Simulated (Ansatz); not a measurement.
Correlation energies of `C[S][Au-][NH3+]` by basis set

| atom | x (Å) | y (Å) | z (Å) |
| --- | --- | --- | --- |
| C1 | -1.336 | -1.349 | 1.661 |
| S2 | -0.380 | -1.967 | 0.246 |
| Au3 | 0.488 | -0.119 | -0.694 |
| N4 | 1.351 | 1.583 | -1.649 |
| H5 | -0.705 | -0.836 | 2.386 |
| H6 | -2.144 | -0.688 | 1.349 |
| H7 | -1.775 | -2.224 | 2.145 |
| H8 | 0.636 | 2.222 | -1.977 |
| H9 | 1.963 | 2.088 | -1.017 |
| H10 | 1.901 | 1.290 | -2.450 |

Total charge 0; spin multiplicity 1. Correlated methods include outer-core shells of Au, which these sets cover unevenly. Au: def2 effective core potential. The geometry is a stationary point of PBE0-D4/def2-TZVP. It is one conformer, not always the lowest. Frozen core, restricted reference, Ansatz.

```
     basis     HF (Eh)  MP2 corr.  CCSD corr.       (T)  CCSD(T) total
  def2-SVP  -627.97185   -0.84383    -0.85365  -0.02391     -628.84941
def2-TZVPP  -628.23323   -1.23036    -1.21608  -0.04889     -629.49820
def2-QZVPP  -628.25035   -1.35508           –         –              –
```
